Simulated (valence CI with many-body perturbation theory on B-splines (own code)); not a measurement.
Cl3+: calculated level list

Method: relativistic CI+MBPT: four valence electrons over a frozen Dirac-Fock core [Ne], radial functions for each j: 9 s, 9 p, 8 d, 6 f, 3 g, 1 h, with the one-electron correlation potential Σ1, the two-electron term Σ2, the three-electron term Σ3, Breit, model QED; selected CI, second order for the rest (own B-spline code, finite nucleus).

Against 16 measured levels this calculation errs by 72 cm⁻¹ on average and by 228 at most. These come from a selection out of Moore, Atomic Energy Levels, vol. I, NSRDS-NBS 35 (1971 reprint of NBS Circular 467, 1949), an old analysis. Levels without a partner in it may be off by more. Among the levels kept, up to 300 cm⁻¹ of a level comes from second order outside the variational space, and about a tenth of that is noise between levels of different J, which matters for small intervals.

Levels 1 to 34 of 34, with energies above the lowest level, 3s²3p² ³P_0. "Leading %" is the weight of the configuration and term that name the level; weights of strongly mixed levels are sums over their largest components and can fall short. In the jj column 3d3/2^4 stands for four electrons in 3d with j = 3/2. Lifetimes count E1, E2, E3, M1 and M2 decay at the calculated energies, and are blank where another channel may lead or the interval is too uncertain; long ones can be off by a factor of two.

```csv
No.,Configuration,Term,J,E (cm⁻¹),Leading %,Leading jj,Lifetime,Second component
1,3s²3p²,³P,0,0.0,95,3s^2 3p1/2^2 (67 %),,
2,3s²3p²,³P,1,493,95,3s^2 3p1/2 3p3/2 (95 %),462 s,
3,3s²3p²,³P,2,1346,95,3s^2 3p3/2^2 (59 %),119 s,
4,3s²3p²,¹D,2,13877,94,3s^2 3p1/2 3p3/2 (58 %),3.61 s,
5,3s²3p²,¹S,0,32763,93,3s^2 3p3/2^2 (65 %),,
6,3s3p³,⁵S°,2,71832,98,3s 3p1/2 3p3/2^2 (55 %),17.7 μs,
7,3s3p³,³D°,1,102664,83,3s 3p1/2 3p3/2^2 (37 %),6.59 ns,13 % 3s²3p3d ³D°
8,3s3p³,³D°,2,102702,83,3s 3p1/2 3p3/2^2 (56 %),6.68 ns,13 % 3s²3p3d ³D°
9,3s3p³,³D°,3,102785,83,3s 3p1/2 3p3/2^2 (83 %),6.85 ns,13 % 3s²3p3d ³D°
10,3s3p³,³P°,2,120279,82,3s 3p3/2^3 (42 %),1.91 ns,14 % 3s²3p3d ³P°
11,3s3p³,³P°,1,120293,82,3s 3p1/2 3p3/2^2 (55 %),1.86 ns,14 % 3s²3p3d ³P°
12,3s3p³,³P°,0,120295,83,3s 3p1/2 3p3/2^2 (83 %),1.83 ns,14 % 3s²3p3d ³P°
13,3s²3p3d,¹D°,2,129335,51,3s 3p1/2 3p3/2^2 (34 %),2.27 ns,43 % 3s3p³ ¹D°
14,3s²3p3d,³F°,2,154773,95,3s^2 3p1/2 3d3/2 (71 %),288 ns,
15,3s²3p3d,³F°,3,155238,95,3s^2 3p3/2 3d3/2 (49 %),280 ns,
16,3s²3p3d,³F°,4,155875,95,3s^2 3p3/2 3d5/2 (95 %),,
17,3s3p³,³S°,1,164949,82,3s 3p1/2 3p3/2^2 (49 %),62.8 ps,9 % 3s3p³ ¹P°
18,3s3p³,¹P°,1,167005,67,3s 3p3/2^3 (40 %),113 ps,17 % 3s²3p3d ¹P°
19,3s²3p3d,³P°,2,181725,79,3s^2 3p1/2 3d5/2 (47 %),72.8 ps,13 % 3s3p³ ³P°
20,3s²3p3d,³P°,1,182154,80,3s^2 3p3/2 3d3/2 (36 %),72.2 ps,13 % 3s3p³ ³P°
21,3s²3p3d,³P°,0,182378,80,3s^2 3p3/2 3d3/2 (80 %),72.0 ps,13 % 3s3p³ ³P°
22,3s²3p3d,³D°,1,187116,80,3s^2 3p3/2 3d3/2 (38 %),47.7 ps,13 % 3s3p³ ³D°
23,3s²3p3d,³D°,2,187287,78,3s^2 3p3/2 3d3/2 (40 %),48.2 ps,12 % 3s3p³ ³D°
24,3s²3p3d,³D°,3,187449,81,3s^2 3p3/2 3d5/2 (56 %),48.1 ps,13 % 3s3p³ ³D°
25,3s3p³,¹D°,2,187761,48,3s 3p1/2 3p3/2^2 (40 %),55.7 ps,42 % 3s²3p3d ¹D°
26,3s²3p3d,¹F°,3,203347,93,3s^2 3p3/2 3d3/2 (37 %),45.3 ps,
27,3s²3p3d,¹P°,1,210766,74,3s^2 3p3/2 3d5/2 (46 %),60.8 ps,16 % 3s3p³ ¹P°
28,3s²3p4s,³P°,0,215005,93,3s^2 3p1/2 4s (93 %),230 ps,
29,3s²3p4s,³P°,1,215371,90,3s^2 3p1/2 4s (76 %),221 ps,
30,3s²3p4s,³P°,2,216451,93,3s^2 3p3/2 4s (93 %),228 ps,
31,3s²3p4s,¹P°,1,219451,89,3s^2 3p3/2 4s (75 %),104 ps,
32,3s3p²3d,³P,2,223425,50,3p1/2^2 3p3/2^2 (34 %),1.12 ns,45 % 3p⁴ ³P
33,3s3p²3d,³P,1,224159,51,3p1/2 3p3/2^3 (45 %),1.12 ns,45 % 3p⁴ ³P
34,3s3p²3d,³P,0,224486,51,3s 3p3/2^2 3d5/2 (35 %),1.13 ns,45 % 3p⁴ ³P
```

Names give the largest LS component (configuration and term), which can be under half, so a name can repeat, a term be missing and a line seem to break the LS rules; names also repeat where a configuration has a term twice.

Where two levels of one J and parity lie close, their mixing, g and order are uncertain.

The ionisation energy to 3s²3p ²P°1/2 of the next ion comes out as 53.175 eV (NIST: 53.24 ± 0.12 eV (semi-empirical)). All 34 levels together are meant to be complete up to 228210 cm⁻¹.
